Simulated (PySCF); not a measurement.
Job file and geometry (Å, from GFN2-xTB) of an NMR shielding run on SMILES C1(=O)[C@H](C#C)C(=O)C[C@H]1C#C, C$_{9}$H$_{6}$O$_{2}$, PySCF, GIAO PBE0/pcSseg-1 NMR shielding, non-relativistic, gas phase; density fitting, a coarse starting grid and PySCF grid level 2 are the driver's defaults:

```
{"job": {"kind": "nmr", "xc": "PBE0", "basis": "pcSseg-1"}, "charge": 0, "multiplicity": 1}
C     -2.095334    -2.478095     0.911404
C     -1.681709    -1.358607     0.821946
C     -1.134974    -0.022238     0.670660
C     -1.110019     0.301920    -0.819872
O     -2.011494     0.768989    -1.451895
C      0.255249    -0.091416    -1.337628
C      1.202978     0.037638    -0.141295
C      1.857093     1.334467    -0.120122
C      2.359625     2.419949    -0.101837
C      0.324485    -0.046246     1.110636
O      0.717558    -0.109189     2.237005
H     -2.486731    -3.445380     1.016876
H     -1.734013     0.682363     1.254102
H      0.191722    -1.129355    -1.674803
H      0.548215     0.527707    -2.185442
H      1.969501    -0.742413    -0.109265
H      2.820849     3.361934    -0.090383
```

**Question.** Write the output of this run.

**Answer.** 
```
coarse grid: 15672 points
cycle   1  E = -495.8635037716  dE =  2.212e+00  |g| = 1.161e+00  |ddm| = 4.258e+00
cycle   2  E = -494.7740042356  dE =  1.089e+00  |g| = 2.662e+00  |ddm| = 3.766e+00
cycle   3  E = -496.1198585121  dE = -1.346e+00  |g| = 2.470e-01  |ddm| = 2.874e+00
cycle   4  E = -496.1300597043  dE = -1.020e-02  |g| = 1.543e-01  |ddm| = 3.367e-01
cycle   5  E = -496.1349287862  dE = -4.869e-03  |g| = 6.484e-02  |ddm| = 1.282e-01
cycle   6  E = -496.1358971385  dE = -9.684e-04  |g| = 8.508e-03  |ddm| = 5.315e-02
cycle   7  E = -496.1359119706  dE = -1.483e-05  |g| = 3.025e-03  |ddm| = 8.508e-03
cycle   8  E = -496.1359138187  dE = -1.848e-06  |g| = 7.662e-04  |ddm| = 4.042e-03
final grid: 155520 points
cycle   9  E = -496.2263578524  dE = -1.400e-05  |g| = 1.594e-02  |ddm| = 5.674e-02
cycle  10  E = -496.2261796047  dE =  1.782e-04  |g| = 3.476e-02  |ddm| = 4.046e-02
cycle  11  E = -496.2264049479  dE = -2.253e-04  |g| = 2.657e-03  |ddm| = 2.867e-02
cycle  12  E = -496.2264064809  dE = -1.533e-06  |g| = 9.020e-04  |ddm| = 2.400e-03
cycle  13  E = -496.2264066761  dE = -1.952e-07  |g| = 1.668e-04  |ddm| = 7.515e-04
cycle  14  E = -496.2264066827  dE = -6.635e-09  |g| = 4.046e-05  |ddm| = 1.933e-04
cycle  15  E = -496.2264066831  dE = -3.411e-10  |g| = 1.380e-05  |ddm| = 5.118e-05
converged SCF energy = -496.2264066831

GIAO shielding tensors (ppm)
atom      isotropic    diamagn.    paramagn.     s11        s22        s33       span
  0 C      105.129     256.324    -151.196     30.347     40.757    244.282    213.935
  1 C      106.930     262.594    -155.664      6.892     21.551    292.349    285.458
  2 C      138.184     250.241    -112.057    135.289    136.276    142.988      7.699
  3 C      -22.420     247.118    -269.538   -108.948    -32.529     74.218    183.166
  4 O     -339.154     395.176    -734.330   -928.661   -425.013    336.211   1264.872
  5 C      139.775     250.896    -111.121    115.142    139.869    164.313     49.171
  6 C      145.138     246.837    -101.699    128.411    140.776    166.225     37.814
  7 C      101.403     261.637    -160.233     -9.213     18.741    294.683    303.896
  8 C      106.052     256.627    -150.575     32.187     41.515    244.455    212.268
  9 C      -19.034     246.417    -265.451   -110.650    -18.334     71.880    182.530
 10 O     -329.043     395.688    -724.731   -899.093   -433.754    345.719   1244.812
 11 H       29.896      33.328      -3.432     24.853     24.991     39.844     14.991
 12 H       28.179      27.429       0.751     25.213     27.018     32.307      7.093
 13 H       28.148      28.889      -0.741     25.413     26.497     32.534      7.121
 14 H       28.886      28.833       0.052     24.860     29.122     32.676      7.815
 15 H       27.852      27.200       0.652     24.162     27.220     32.174      8.012
 16 H       29.950      33.533      -3.583     24.825     25.011     40.015     15.190
```

**Question.** Turn these shieldings into chemical shifts. Shifts are taken against calculated references (same method and geometry level): TMS for $^{13}$C (σref 186.93), $^{1}$H (σref 31.72); $^{17}$O (σref 336.08) vs H2O.

**Answer.** Averaging equivalent atoms: C 3: 209.3; C 9: 206.0; C 7: 85.5; C 0: 81.8; C 8: 80.9; C 1: 80.0; C 2: 48.7; C 5: 47.2; C 6: 41.8; O 4: 675.2; O 10: 665.1; H 15: 3.87; H 13: 3.57; H 12: 3.54; H 14: 2.83; H 11: 1.82; H 16: 1.77 ppm. Unscaled 17O shifts of doubly bonded oxygen tend to come out too high, by tens of ppm or more. Experimental scales use liquid or dissolved standards, which lie at an offset from isolated H2O (liquid H2O: subtract about 36 ppm).

Size and cost of the density-fitted run: 217 basis functions, 77 s wall time on 1 thread of an Arm Neoverse N1, shared host.
